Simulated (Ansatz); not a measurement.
Molecule: sum formula BN$_{3}$H$_{5}$ (charge -1, singlet). It need not be the lowest isomer of its formula. Whether it binds its extra electron was not tested at this geometry. 
Structure (B3LYP-D3(BJ)/def2-TZVP (Ansatz, a quantum-chemistry and plane-wave program) minimum search):
```xyz
9

B      0.1458     0.0187    -0.0010
N      1.5094     0.2058     0.0107
N     -0.6300    -1.2278     0.3476
N     -0.7915     1.1333    -0.3760
H      2.0265    -0.6583     0.1756
H     -0.0611    -2.0636     0.3578
H     -1.4322    -1.3914    -0.2506
H     -0.2924     2.0134    -0.4000
H     -1.5860     1.2278     0.2459
```
Charge -1, spin multiplicity 1.

Basis-set convergence of Hartree-Fock and MP2 correlation energies (hartree) with Ansatz. Correlated levels leave the core frozen unless marked. No spin-orbit coupling. Non-relativistic. This anion needs diffuse functions, which these sets lack.

```tsv
basis	functions	E(HF)	E(corr, MP2)
cc-pVDZ	-	-190.99908	-0.60739
cc-pVTZ	190	-191.07277	-0.76299
cc-pVQZ	370	…	…
```

Q: Complete the blanks.

A: 
- cc-pVQZ, E(HF): -191.09264
- cc-pVQZ, E(corr, MP2): -0.81789
